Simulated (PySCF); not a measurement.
# Telling isomers of C7H8O2Si apart by NMR

How the numbers were obtained: GIAO PBE0/pcSseg-1 shieldings, GFN2-xTB geometry, in PySCF 2.14 (non-relativistic, equivalent nuclei averaged, gas phase, single conformer).

Shifts are taken against calculated references (same method and geometry level): TMS for 1H (31.72 ppm), 13C (186.93 ppm). Where no couplings were computed, multiplicities follow the n + 1 count of equivalent neighbours, and m marks all less simple cases (inequivalent or close neighbours, rings, F or P nearby). Acid and N–H amide carbonyl carbons lie up to 10 ppm further downfield in solution (hydrogen bonding). Shifts are as computed. Against solution values, carbons near 30 ppm lie about +3 ppm off and those near 130 ppm about +5 ppm. Of 1211 compounds with measured shifts, 218 miss one by over three times the rms of a fit or turn the order of signals round; such compounds aren't used in these exercises. OH and NH positions are gas-phase values without hydrogen bonding to other molecules.

(1) Tabulate the signals of `O=Cc1ccccc1O[SiH3]`, `C=C=C(C#CC)[SiH2]C(=O)O`, `C=c1oc(=C)c(C=O)c1[SiH3]`, `C=C=C([SiH2]C#CC)C(=O)O`, `O=C1C=CC=C(C[SiH3])C1=O` and their relative energies.

(2) What is the quickest way to tell C=C=C(C#CC)[SiH2]C(=O)O from C=C=C([SiH2]C#CC)C(=O)O?

(3) What is the quickest way to tell C=C=C(C#CC)[SiH2]C(=O)O from O=C1C=CC=C(C[SiH3])C1=O?

(4) What is the quickest way to tell O=Cc1ccccc1O[SiH3] from O=C1C=CC=C(C[SiH3])C1=O?

## Answers

(1) 
| SMILES | carbon types | δC | δH | E rel. (kcal/mol) |
| --- | --- | --- | --- | --- |
| O=Cc1ccccc1O[SiH3] | 2×C 5×CH | 192.8, 165.2, 141.2, 135.6, 130.2, 126.8, 119.9 | 10.83 (s, 1H), 8.42 (d, 1H), 7.78 (m, 1H), 7.41 (m, 1H), 6.89 (d, 1H), 5.26 (s, 3H) | 0.0 |
| C=C=C(C#CC)[SiH2]C(=O)O | 5×C 1×CH2 1×CH3 | 233.5, 183.2, 100.3, 77.7, 76.8, 75.2, 6.1 | 6.63 (br s, 1H), 4.95 (s, 2H), 4.74 (s, 2H), 2.20 (s, 3H) | 77.2 |
| C=c1oc(=C)c(C=O)c1[SiH3] | 4×C 1×CH 2×CH2 | 192.0, 171.6, 166.3, 163.4, 149.0, 103.8, 87.0 | 10.10 (s, 1H), 5.39 (m, 1H), 5.37 (m, 1H), 4.96 (m, 1H), 4.86 (m, 1H), 4.43 (s, 3H) | 50.9 |
| C=C=C([SiH2]C#CC)C(=O)O | 5×C 1×CH2 1×CH3 | 232.6, 170.4, 113.6, 90.5, 82.5, 76.2, 6.1 | 6.08 (br s, 1H), 5.11 (s, 2H), 4.77 (s, 2H), 2.09 (s, 3H) | 64.3 |
| O=C1C=CC=C(C[SiH3])C1=O | 3×C 3×CH 1×CH2 | 188.3, 185.4, 152.7, 146.2, 136.5, 131.8, 20.3 | 6.98 (m, 1H), 6.71 (d, 1H), 6.06 (d, 1H), 4.01 (t, 3H), 2.08 (q, 2H) | 38.5 |

Energies are electronic energies at PBE0/pcSseg-1 on these geometries, without zero-point or thermal terms, each for the one conformer computed, which needn't be the lowest.

(2) Both give the same number of carbon signals, with the same numbers of each carbon type, so the positions decide. The first has a carbonyl carbon (C) at 183.2 ppm, the second an alkyne carbon (C) at 113.6 ppm. Their most deshielded carbons lie at 233.5 and 232.6 ppm.

(3) Both give the same number of carbon signals, but DEPT or the intensities differ. The first has a terminal carbon of a cumulated C=C=C unit (C) at 77.7 ppm, the second a β carbon of a C=C–C=O unit (CH) at 146.2 ppm. Their most deshielded carbons lie at 233.5 and 188.3 ppm. In the proton spectra the most deshielded non-exchanging signals are 4.95 (s, 2H) and 6.98 (m, 1H).

(4) Both give the same number of carbon signals, but DEPT or the intensities differ. The first has an aldehyde carbonyl carbon (CH) at 192.8 ppm, the second an allylic sp3 CH2 bonded to Si at 20.3 ppm. Their most deshielded carbons lie at 192.8 and 188.3 ppm. In the proton spectra the most deshielded non-exchanging signals are 10.83 (s, 1H) and 6.98 (m, 1H).
